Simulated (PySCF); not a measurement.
F₂Sn, singlet, at a GFN2-xTB geometry (such geometries of metal compounds can be far from the true shape) (core potentials on Sn); PySCF with PBE0/def2-SVP, polarisability.

The PySCF input:
```python
from pyscf import gto, scf, dft
from pyscf.prop import polarizability

mol = gto.M(
    atom='''
Sn    0.03838572   -0.02309232    0.34066184
F     0.68870354    1.47725703   -0.94011053
F    -0.90195756   -1.34896637   -0.95245525
''',
    basis='def2-svp',
    ecp={'Sn': 'def2-svp'},
    verbose=4,
)

mf = dft.RKS(mol)
mf.xc = 'pbe0'
mf.kernel()
alpha = mf.Polarizability().polarizability()[2, 2]
print('alpha_zz =', alpha)
```

Output, abridged:

```
site-packages/pyscf/prop/efg/rhf.py:45: UserWarning: Module EFG is under testing
  warnings.warn('Module EFG is under testing')
site-packages/pyscf/prop/efg/dhf.py:30: UserWarning: Module EFG is under testing
  warnings.warn('Module EFG is under testing')
site-packages/pyscf/prop/zfs/uhf.py:40: UserWarning: Module ZFS is under testing
  warnings.warn('Module ZFS is under testing')
site-packages/pyscf/prop/gtensor/uhf.py:43: UserWarning: Module g-tensor is under testing
  warnings.warn('Module g-tensor is under testing')
site-packages/pyscf/prop/gtensor/uks.py:41: UserWarning: Module g-tensor is under testing
  warnings.warn('Module g-tensor is under testing')
site-packages/pyscf/prop/hfc/uks.py:35: UserWarning: Module HFC is under testing
  warnings.warn('Module HFC is under testing')
site-packages/pyscf/prop/magnetizability/rhf.py:39: UserWarning: Module magnetizability is under testing
  warnings.warn('Module magnetizability is under testing')
site-packages/pyscf/prop/magnetizability/uhf.py:37: UserWarning: Module magnetizability is under testing
  warnings.warn('Module magnetizability is under testing')
site-packages/pyscf/prop/magnetizability/rks.py:37: UserWarning: Module magnetizability is under testing
  warnings.warn('Module magnetizability is under testing')
site-packages/pyscf/prop/magnetizability/uks.py:39: UserWarning: Module magnetizability is under testing
  warnings.warn('Module magnetizability is under testing')
site-packages/pyscf/prop/polarizability/uhf.py:34: UserWarning: Module polarizability is under testing
  warnings.warn('Module polarizability is under testing')
site-packages/pyscf/prop/polarizability/rks.py:29: UserWarning: Module polarizability is under testing
  warnings.warn('Module polarizability is under testing')
site-packages/pyscf/prop/polarizability/uks.py:29: UserWarning: Module polarizability is under testing
  warnings.warn('Module polarizability is under testing')
PySCF version 2.14.0

[INPUT] verbose = 4
[INPUT] num. atoms = 3
[INPUT] num. electrons = 40
[INPUT] charge = 0
[INPUT] spin (= nelec alpha-beta = 2S) = 0
[INPUT] symmetry False subgroup None
[INPUT] Mole.unit = angstrom
[INPUT] Symbol           X                Y                Z      unit          X                Y                Z       unit  Magmom
[INPUT]  1 Sn     0.038385720000  -0.023092320000   0.340661840000 AA    0.072538497894  -0.043638160381   0.643757578690 Bohr   0.0
[INPUT]  2 F      0.688703540000   1.477257030000  -0.940110530000 AA    1.301461071618   2.791611202288  -1.776551428520 Bohr   0.0
[INPUT]  3 F     -0.901957560000  -1.348966370000  -0.952455250000 AA   -1.704452764381  -2.549176990549  -1.799879568404 Bohr   0.0

nuclear repulsion = 114.104581820875
number of shells = 22
number of NR pGTOs = 109
number of NR cGTOs = 54
basis = def2-svp
ecp = {'Sn': 'def2-svp'}

******** <class 'pyscf.dft.rks.RKS'> ********
method = RKS
initial guess = minao
damping factor = 0
level_shift factor = 0
DIIS = <class 'pyscf.scf.diis.CDIIS'>
diis_start_cycle = 1
diis_space = 8
diis_damp = 0
SCF conv_tol = 1e-09
SCF conv_tol_grad = None
SCF max_cycles = 50
direct_scf = True
direct_scf_tol = 1e-13
XC library pyscf.dft.libxc version 7.1.2
    S. Lehtola, C. Steigemann, M. J. T. Oliveira, and M. A. L. Marques,  SoftwareX 7, 1–5 (2018)
XC functionals = pbe0
    C. Adamo and V. Barone,  J. Chem. Phys. 110, 6158 (1999)
    M. Ernzerhof and G. E. Scuseria,  J. Chem. Phys. 110, 5029 (1999)
radial grids:
    Treutler-Ahlrichs [JCP 102, 346 (1995); DOI:10.1063/1.469408] (M4) radial grids

becke partition: Becke, JCP 88, 2547 (1988); DOI:10.1063/1.454033
pruning grids: <function nwchem_prune>
grids dens level: 3
symmetrized grids: False
atomic radii adjust function: <function treutler_atomic_radii_adjust>
small_rho_cutoff = 0
Set gradient conv threshold to 3.16228e-05
Initial guess from minao.
tot grids = 50488
init E= -390.796882639703
  HOMO = -0.877764082364722  LUMO = -0.736418548520689  gap/eV = 3.84621
cycle= 1 E= -413.145411600208  delta_E= -22.3  |g|= 1.86  |ddm|= 6.61
  HOMO = -0.206189764808986  LUMO = -0.00662919415560026  gap/eV = 5.43032
cycle= 2 E= -413.48451490449  delta_E= -0.339  |g|= 1.16  |ddm|= 4.42
  HOMO = -0.294034982471566  LUMO = -0.110228074898714  gap/eV = 5.00164
cycle= 3 E= -413.674513181864  delta_E= -0.19  |g|= 0.378  |ddm|=  1.5
  HOMO = -0.324057267265552  LUMO = -0.110327170537968  gap/eV = 5.81589
cycle= 4 E= -413.695365874571  delta_E= -0.0209  |g|= 0.158  |ddm|= 0.339
  HOMO = -0.315865268008363  LUMO = -0.11110212462237  gap/eV = 5.57189
cycle= 5 E= -413.69996079427  delta_E= -0.00459  |g|= 0.00826  |ddm|= 0.118
  HOMO = -0.316264726435726  LUMO = -0.110887459038729  gap/eV = 5.58860
cycle= 6 E= -413.69997670827  delta_E= -1.59e-05  |g|= 0.000728  |ddm|= 0.00897
  HOMO = -0.316334932668813  LUMO = -0.110940470719562  gap/eV = 5.58907
cycle= 7 E= -413.699976905082  delta_E= -1.97e-07  |g|= 0.000103  |ddm|= 0.00127
  HOMO = -0.316339825685986  LUMO = -0.110949893769476  gap/eV = 5.58894
cycle= 8 E= -413.699976907081  delta_E= -2e-09  |g|= 1.78e-05  |ddm|= 8.11e-05
  HOMO = -0.316338801904624  LUMO = -0.11094991290603  gap/eV = 5.58892
cycle= 9 E= -413.699976907132  delta_E= -5.13e-11  |g|= 7.75e-06  |ddm|= 1.62e-05
  HOMO = -0.316338556964048  LUMO = -0.110949866625276  gap/eV = 5.58891
Extra cycle  E= -413.699976907097  delta_E= 3.55e-11  |g|= 1.6e-05  |ddm|= 1.55e-05
converged SCF energy = -413.699976907097
Isotropic polarizability 31.9893343852
Polarizability anisotropy 4.24418409991
alpha_zz = 31.810058881543277
```
